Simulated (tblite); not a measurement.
Input of a run (GFN2-xTB geometry optimisation, gas phase (tblite 0.8.0)), started from a force field or distance geometry:
```
{"job": {"kind": "relax", "xc": "GFN2-xTB", "basis": "xTB"}, "charge": 0, "multiplicity": 2}
C      2.200000     0.517200     0.399100
Si     0.792300     0.131700    -0.674400
C     -0.153900    -1.378000    -0.071400
C     -1.401900    -1.027100     0.319700
C     -1.718200     0.378600     0.227400
C     -0.731700     1.148900    -0.270600
H      3.163800     0.706800    -0.039000
H      2.052200     0.574200     1.474300
H      1.109100     0.081700    -2.111000
H      0.264900    -2.363600    -0.075200
H     -2.131700    -1.743300     0.705700
H     -2.691000     0.756700     0.517600
H     -0.758300     2.216800    -0.419900
```

Output (eV, eV/Å):
```
step      E/eV     max force
  0    -430.86308    1.151
  1    -430.89329    0.634
  2    -430.90689    0.412
  3    -430.93264    0.420
  4    -430.95098    0.384
  5    -430.95579    0.160
  6    -430.95903    0.142
  7    -430.96142    0.201
  8    -430.96281    0.096
  9    -430.96331    0.062
 10    -430.96353    0.039
 11    -430.96373    0.049
 12    -430.96387    0.040
 13    -430.96397    0.024
 14    -430.96406    0.032
 15    -430.96418    0.040
 16    -430.96432    0.037
 17    -430.96444    0.028
 18    -430.96451    0.023
 19    -430.96456    0.020
 20    -430.96461    0.021
 21    -430.96467    0.026
 22    -430.96475    0.024
 23    -430.96481    0.026
 24    -430.96486    0.024
 25    -430.96491    0.024
 26    -430.96497    0.028
 27    -430.96505    0.024
 28    -430.96511    0.022
 29    -430.96517    0.019
 30    -430.96522    0.017
 31    -430.96527    0.022
 32    -430.96532    0.022
 33    -430.96538    0.021
 34    -430.96544    0.021
 35    -430.96550    0.024
 36    -430.96555    0.020
 37    -430.96558    0.014
 38    -430.96559    0.013
 39    -430.96559    0.012
 40    -430.96561    0.012
 41    -430.96563    0.016
 42    -430.96565    0.013
 43    -430.96566    0.010
```

Task: Summarise the run.

Result: The energy falls by 0.103 eV over 43 L-BFGS steps, the largest force on an atom goes from 1.15 to 0.010 eV/Å, and the atoms move by 0.064 Å rms after alignment. The bond that changes most is Si2–C6 (ends: silicon bonded to 3 C and H; carbon bonded to C, Si and H), which lengthens by 0.025 Å. Bonds longer at the end by more than 0.005 Å: 5 of 13; shorter: 5. Among the angles that change most is H7–C1–H8, from 121.0° to 115.1°. The energy never rose by more than 1e-5 eV on the way. The first step brought 29 % of the lowering.

Task: What are the final bond lengths?

Result: C1–Si2 1.832 Å, Si2–C3 1.901 Å, C3=C4 1.336 Å, C4–C5 1.454 Å, C5=C6 1.336 Å, Si2–C6 1.901 Å, C1–H7 1.075 Å, C1–H8 1.076 Å, Si2–H9 1.466 Å, C3–H10 1.077 Å, C4–H11 1.082 Å, C5–H12 1.082 Å, C6–H13 1.077 Å. Numbering counts from 1 in the input's order; the species is `[CH2][SiH]1C=CC=C1` [radical].

Its GFN2-xTB frequencies are all real (lowest 114 cm⁻¹).

One conformer stands for the species.

All values are computed, not measured.
